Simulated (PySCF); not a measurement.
**Relaxation of singlet ZnI2**

These are results of PBE0/[Zn def2-SVP, I def2-SVP with ECP28], scalar-relativistic core potentials, density fitting, no spin–orbit coupling, PySCF, not measurements. A (50,194) grid was used.

A hand-made linear start, of D∞h symmetry, held to at least that symmetry:

```xyz
3
charge 0 multiplicity 1, angstrom
Zn    0.0000    0.0000    0.0000
I     0.0000    0.0000    2.5100
I     0.0000    0.0000   -2.5100
```

Problem. What forces act on the atoms at the start (eV/Å)?

Solution. 
| atom | Fx | Fy | Fz |
| --- | --- | --- | --- |
| Zn1 | 0.00 | 0.00 | 0.00 |
| I2 | 0.00 | 0.00 | -0.81 |
| I3 | 0.00 | 0.00 | 0.81 |

Problem. What does it relax to?

Solution. It ends at D∞h with Zn–I 2.424 Å (×2); I–Zn–I 180.0° (after a last refinement on a finer grid). A frequency run shows a minimum. Other isomers or separated fragments may lie lower.

Problem. How much energy is released, and in how many steps?

Solution. 7.2 kJ/mol in 4 steps.
